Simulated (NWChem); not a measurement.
System: CH3FOTe; SMILES CO[Te]F

```xyz
7

Te     0.3144    -0.4756     0.0282
F     -1.5714    -0.9374    -0.0694
O      0.1573     1.3913    -0.5680
C     -0.3406     2.3558     0.3352
H      0.1985     2.3527     1.2990
H     -0.2043     3.3387    -0.1423
H     -1.4157     2.2095     0.5334
```
Atoms are numbered in this order, from 1.

The geometry was optimised at PBE0/def2-SVP. def2 effective core potentials on Te; no spin-orbit coupling.

### Question
List the 4 lowest vertical singlet excitations from LRC-wPBEh/def2-SVP with def2 effective core potentials on Te, full TDDFT (NWChem).

### Answer
| state | energy (eV) | oscillator strength | leading excitation (squared amplitude) |
|---|---|---|---|
| S1 | 2.65 | 0.000 | HOMO → LUMO (1.00) |
| S2 | 3.62 | 0.003 | HOMO → LUMO+1 (1.00) |
| S3 | 5.44 | 0.008 | HOMO−1 → LUMO (0.71) |
| S4 | 5.86 | 0.002 | HOMO−1 → LUMO+1 (0.64) |
